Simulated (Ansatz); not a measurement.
# A barrier at the coupled-cluster level

Start structure (Si₂H₈SeO, closed shell), relaxed at PBE0-D4/def2-TZVP:

```
12
angstrom
Si 0.0723 0.4763 0.1965
H 1.0182 -0.1471 -0.7650
O -1.4650 0.1220 -0.2560
Si -2.5320 -1.0474 -0.6483
H 0.2064 1.9511 0.1793
H 0.3140 -0.0570 1.5612
H 3.8419 -0.0567 1.0380
Se 3.3554 1.3194 1.1851
H -2.8203 -1.9040 0.5328
H -1.9874 -1.9027 -1.7371
H -3.7872 -0.4040 -1.1079
H 3.7837 1.6499 -0.1786
```

The step: Si₂H₆O ([SiH3][O][SiH3]) + H₂Se → Si₂H₆SeO ([SiH3][O][SiH2][SeH]) + H₂; bonds formed: Si1–Se8, H2–H7; bonds broken: Si1–H2, H7–Se8. Computed with Ansatz 0.2.0 (basis: def2-TZVPP and def2-QZVPP); correlated methods freeze the cores. Filled d shells of the heavier atoms are correlated. The def2 sets are not built for correlating such inner shells, so the correlated values are less sure here. Extrapolation: Hartree–Fock as exp(−7.88 √X), correlation as X^−2.97. Energies below are by CCSD(T) at an estimated basis limit (MP2 extrapolated from triple and quadruple zeta, plus CCSD(T) − MP2 in triple zeta).

**Question.** What are the electronic barrier and the energy of the step, from the start structure to the end structure? (Judge from chemistry; the value comes from the calculation.)

**Answer.** By the calculation: Barrier 176.9 kJ/mol; step energy -47.7 kJ/mol (downhill); reverse barrier, their difference, 224.6 kJ/mol. Barrier and step energy count from the start structure, the reverse barrier from the end structure.

The saddle point: One imaginary mode of 808i cm⁻¹.
```csv
pair,start (Å),saddle (Å),end (Å)
Si1–Se8,3.53,2.63,2.28
H2–H7,3.35,0.91,0.75
Si1–H2,1.49,1.73,5.29
H7–Se8,1.47,1.96,3.32
```

Zero-point energy (harmonic, PBE0-D4): ZPE is 182.9 kJ/mol at the start and 182.0 kJ/mol at the saddle, so the barrier goes from 176.9 to 176.1 kJ/mol.

No T1 diagnostic of these runs exceeds 0.012.

Labels in which every atom is bracketed show which atoms are joined, not bond orders.

For scale, one of the runs: CCSD(T)/def2-TZVPP, 275 basis functions, launched by `ansatz run in.yaml --threads 8 --pin off --events-out ev --progress --plain --max-ram 19148MiB`. The run took 2.7 min on 8 CPU threads of an Arm Neoverse V2 (shared host), with 7.1 GiB of host memory at its peak.
